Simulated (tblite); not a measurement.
Isomers of C4H8Cl2Si. Computed with GFN2-xTB (tblite): harmonic, unscaled wavenumbers at the GFN2-xTB geometry, gas phase. Errors from tens to a few hundred cm⁻¹ against measured bands are possible. Modes of hydrogen on silicon can be 10 to 20 % off. One conformer each.

Electronic energies: GFN2-xTB at the same geometries; isomer energies are rough at this level and their order can be wrong.

| SMILES | electronic energy, lowest = 0 (kJ/mol) |
| --- | --- |
| C=C[SiH2]C(C)(Cl)Cl | 42.4 |
| ClC[C@@H](Cl)[C@@H]1C[SiH2]1 | 52.3 |
| ClC[SiH2]C1(Cl)CC1 | 19.0 |
| C/C(=C/[SiH3])C(Cl)Cl | 0.0 |
| C=C[SiH2][C@@H](Cl)CCl | 55.2 |

Task: How do GFN2-xTB zero-point energies change the relative energies?

Result: 
```tsv
SMILES	ZPE (kJ/mol)	of it from modes above 1550 cm⁻¹	electronic (kJ/mol)	with ZPE, lowest = 0 (kJ/mol)	lowest mode (cm⁻¹)	rings
C/C(=C/[SiH3])C(Cl)Cl	266.8	140.8	0.0	0.0	22	0
ClC[SiH2]C1(Cl)CC1	276.4	137.2	19.0	28.6	29	1
C=C[SiH2]C(C)(Cl)Cl	270.8	146.6	42.4	46.4	32	0
ClC[C@@H](Cl)[C@@H]1C[SiH2]1	278.0	136.7	52.3	63.6	61	1
C=C[SiH2][C@@H](Cl)CCl	272.9	145.6	55.2	61.3	29	0
```

The zero-point energies span 11.2 kJ/mol, from `C/C(=C/[SiH3])C(Cl)Cl` to `ClC[C@@H](Cl)[C@@H]1C[SiH2]1`. The lowest isomer stays, but the order above it changes.

Task: What do entropy and thermal enthalpy add at 298.15 K and 1 bar (rigid rotor, harmonic oscillator, one conformer each)?

Result: 
| SMILES | point group | symmetry number | S (J/(mol K)) | H − H(0) (kJ/mol) | ZPE + H − H(0) − TS (kJ/mol) |
| --- | --- | --- | --- | --- | --- |
| ClC[SiH2]C1(Cl)CC1 | C1 | 1 | 412.7 | 27.29 | 180.6 |
| C=C[SiH2]C(C)(Cl)Cl | C1 | 1 | 427.3 | 29.85 | 173.2 |
| ClC[C@@H](Cl)[C@@H]1C[SiH2]1 | C1 | 1 | 397.8 | 26.27 | 185.7 |
| C=C[SiH2][C@@H](Cl)CCl | C1 | 1 | 429.7 | 28.90 | 173.7 |

Not tabulated: `C/C(=C/[SiH3])C(Cl)Cl` (lowest mode only 22 cm⁻¹).
